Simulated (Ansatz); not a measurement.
Abridged output of a molecular run in Ansatz:

```
Functional definition: HF
1016 factors; integrals over basis functions are off by at most 9.0e-4 eV
mean field evaluation 1: about -28319.0396 eV, gradient 3.5e1 eV
mean field evaluation 2: about -28319.0596 eV, gradient 3.5e1 eV
mean field evaluation 4: about -28322.2786 eV, gradient 2.9e0 eV
mean field evaluation 8: about -28322.3181 eV, gradient 1.8e-4 eV
mean field -28322.31812654 eV, -1040.8259935936 hartree, gradient 2.3e-6 eV, S^2 0.000000; 0 other end points of the search recorded, 0 dependent functions left out
15 core orbitals not correlated: weight in the atoms' cores, before any rotation towards them, 1.000 or more for the frozen orbitals, at most 0.000 for the correlated occupied ones
reference -28322.31812654 eV, -1040.8259935936 hartree; 17, 17 occupied and 64, 64 virtual orbitals, 1016 factors
second order -14.18987806 eV of doubles, -0.00000000 eV of singles
cycle   1  -14.97207206 eV  change   -7.8e-1 eV  update   9.5e-2
cycle   2  -15.36662177 eV  change   -3.9e-1 eV  update   3.0e-2
cycle   3  -15.45966384 eV  change   -9.3e-2 eV  update   1.7e-2
cycle   4  -15.45937893 eV  change    2.8e-4 eV  update   4.6e-3
cycle   5  -15.45686695 eV  change    2.5e-3 eV  update   2.2e-3
cycle   6  -15.45656193 eV  change    3.1e-4 eV  update   8.0e-4
cycle   7  -15.45641312 eV  change    1.5e-4 eV  update   3.0e-4
cycle   8  -15.45647244 eV  change   -5.9e-5 eV  update   1.0e-4
cycle   9  -15.45649848 eV  change   -2.6e-5 eV  update   4.0e-5
perturbative correction -0.46529911 eV, -0.0170994269 hartree
Total energy: -28338.23992413 eV, -1041.4111088629 hartree
```

Its atoms:

Cartesian coordinates in Å:
```
N -0.354 -1.866 -0.703
In 0.021 -0.020 0.005
S -0.558 0.496 2.255
S 1.207 1.525 -1.365
H -0.414 -1.966 -1.706
H -1.114 -2.373 -0.272
H -0.034 1.731 2.197
H 1.245 2.471 -0.412
```

Task: Which basis set was used?
A. cc-pV(Q+d)Z
B. def2-QZVPP
C. def2-TZVPP
D. def2-SVP

Result: D. It gives 96 functions.

Task: Write the keys of the input that set method, charge and spin (a neutral closed shell needs none for the last two).

Result: 
```yaml
correlation: {method: ccsd_t}
```
